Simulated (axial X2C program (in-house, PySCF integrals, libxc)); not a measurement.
## LiI⁺: bond constants with and without spin–orbit coupling

Calculated with an axial X2C code built on PySCF integrals. Spin-free means the one-electron spin-free X2C Hamiltonian; two-component (2c) means X2C with spin–orbit coupling and atomic mean-field two-electron Coulomb and Gaunt terms, so the difference of the two also holds small scalar two-electron terms. Basis: I dyall-cv3z [11s12p8d4f1g], Li dyall-cv3z [7s8p2d] (cores contracted in-house); Gaussian nuclei, density fitting, unrestricted open shells. Masses: I 126.904 u, Li 7.016 u.

Input file and command:
```json
{
 "zs": [
  53,
  3
 ],
 "q": 1,
 "bas": [
  "dyall-cv3z",
  "dyall-cv3z"
 ],
 "levels": [
  "PBE0",
  "HF",
  "BHandHLYP"
 ],
 "cc": true,
 "r0": 2.66,
 "thr": -2.0,
 "nmax": 90,
 "npts": 10,
 "nst": 2,
 "ntry": 6
}
```
```bash
python so2c.py task.json out
```

Keys: zs atomic numbers; q charge; bas basis sets; levels methods; cc coupled cluster on or off; r0 starting distance in Å; thr threshold in hartree for freezing inner shells (an s shell follows its p shell); nmax most natural virtual spinors; npts points on the curve; nst determinants followed; ntry starts of the search. HF also brings MP2.

State, spin-free: M_S = 1/2, Λ = 1 (beyond evenly filled blocks: π+α, π+β, π-α); electrons by block: σα: 12, σβ: 12, π+α: 6, π+β: 6, π-α: 6, π-β: 5, δ+α: 2, δ+β: 2, δ-α: 2, δ-β: 2. Fragments: I + Li+.

State, 2c: Ω = 3/2 (⟨Sz⟩ = 0.50, ⟨Lz⟩ = 1.00 at PBE0); electrons by block: 1/2: 18, -1/2: 18, 3/2: 8, -3/2: 7, 5/2: 2, -5/2: 2. Fragments: I + Li+.

| Hamiltonian | level | Re (Å) | ωe (cm⁻¹) | Be (cm⁻¹) | De (eV) | k (mdyn/Å) | μ (D) |
| --- | --- | --- | --- | --- | --- | --- | --- |
| spin-free | PBE0 | 2.706 | 299.7 | 0.3463 | 0.702 | 0.352 | 9.32 |
| spin-free | HF | 2.754 | 284.9 | 0.3342 | 0.533 | 0.318 | 9.77 |
| spin-free | MP2 | 2.759 | 282.2 | 0.3331 | 0.650 | 0.312 | n/a |
| spin-free | CCSD | 2.758 | 283.0 | 0.3334 | 0.656 | 0.314 | n/a |
| spin-free | CCSD(T) | 2.759 | 282.7 | 0.333 | 0.664 | 0.313 | n/a |
| spin-free | BHandHLYP | 2.699 | 302.9 | 0.348 | 0.737 | 0.359 | 9.36 |
| 2c | PBE0 | 2.709 | 299.0 | 0.3454 | 0.753 | 0.35 | 9.32 |
| 2c | HF | 2.757 | 284.6 | 0.3335 | 0.536 | 0.317 | 9.77 |
| 2c | MP2 | 2.762 | 282.0 | 0.3324 | 0.671 | 0.311 | n/a |
| 2c | CCSD | 2.761 | 282.8 | 0.3327 | 0.666 | 0.313 | n/a |
| 2c | CCSD(T) | 2.762 | 282.5 | 0.3324 | 0.675 | 0.313 | n/a |
| 2c | BHandHLYP | 2.703 | 302.1 | 0.3471 | n/a | 0.358 | 9.36 |

Correlated methods: 7 electrons correlated (number of frozen shells: I 4 s, 3 p, 2 d; Li 1 s), 221 virtual spin orbitals or spinors in MP2, 66 natural virtuals in coupled cluster.

Dipoles are positive if Li is the positive end and refer to the centre of mass.

The state is one determinant whose occupation by symmetry is held fixed; it was picked as the lowest of a PBE0 search that is not exhaustive. Dissociation energies refer to the lowest single-determinant-based atoms at the same level and basis. De is not given where an atomic determinant may have missed its ground term or J level, or where the truncated virtual space spoils (T). Density functionals use the spin component along the axis (collinear). Coupled cluster ran in a truncated set of natural virtual spinors; the MP2 energy of the rest was added. (T) has no such correction and the atoms are truncated less, which lowers De at CCSD(T) by a hundredth of an eV or more. Without a current term, density functionals place determinants with orbital angular momentum somewhat too high. The atomic limit has a lower orbital projection than the molecule and lies lower at mean-field level, so De may be about a tenth of an eV too small.

Rough cost a point (2c) on 1 thread(s) of a shared host, integrals apart: PBE0 0.25 s, HF 0.17 s, CCSD(T) 0.6 s, BHandHLYP 0.24 s.

The whole task took 37 s on 1 thread of AMD EPYC 9R45 96-Core Processor (Zen 5), on a shared host.
